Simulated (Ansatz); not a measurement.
**Energy profile**

The step: SnNH₅ ([NH2][SnH3]) + PH₃ → SnPH₅ ([PH2][SnH3]) + NH₃; bonds formed: Sn1–P7, N2–H6; bonds broken: Sn1–N2, H6–P7 (atoms numbered as in the saddle structure below).

```
11
angstrom
Sn -1.0638 -1.0507 0.4806
N 1.0096 -0.5229 0.4022
H -0.9386 -2.5383 1.3328
H -1.8542 0.1007 1.4299
H -1.5866 -1.3270 -1.1012
H 0.7523 0.4734 -0.1867
P -0.3395 1.8054 -1.0545
H 1.4475 -0.3508 1.3038
H 1.5993 -1.1589 -0.1290
H 0.3925 2.7940 -0.3387
H 0.5814 1.7749 -2.1392
```

Electronic energies by CCSD(T) at an estimated basis limit (MP2 extrapolated from triple and quadruple zeta, plus CCSD(T) − MP2 in triple zeta), on PBE0-D4/def2-TZVP structures; SnPNH₈, singlet; no counterpoise correction. Ansatz 0.2.0; basis: def2-TZVPP and def2-QZVPP; cores frozen in the correlated methods. Filled d shells of the heavier atoms are correlated. Core potentials replace the inner electrons of the atoms past krypton. The def2 sets are not built for correlating such inner shells, so the correlated values are less sure here. Extrapolation: Hartree–Fock as exp(−7.88 √X), correlation as X^−2.97.

(1) Give the profile in eV, counted from the separated reactants. (An estimate is asked for; the value comes from the calculation.)

The T1 diagnostic stays at or below 0.014.

Answers

(1) Computed:
| point | eV |
| --- | --- |
| separated: SnNH₅ (linked as [NH2][SnH3]; Sn1, N2, H3, H4, H5, H8, H9; singlet) + PH₃ (H6, P7, H10, H11; singlet) | 0.000 |
| start structure | -0.079 |
| saddle | 1.067 |
| end structure | -0.689 |
| separated: SnPH₅ (linked as [PH2][SnH3]; Sn1, H3, H4, H5, P7, H10, H11; singlet) + NH₃ (N2, H6, H8, H9; singlet) | -0.514 |

For scale, one of the runs: CCSD(T)/def2-TZVPP, 235 basis functions, launched by `ansatz run in.yaml --threads 4 --pin off --events-out ev --progress --plain --max-ram 9574MiB`. Hardware: 4 CPU threads of an Arm Neoverse V1, shared host. Wall time 2.3 min; peak host memory 4.5 GiB.
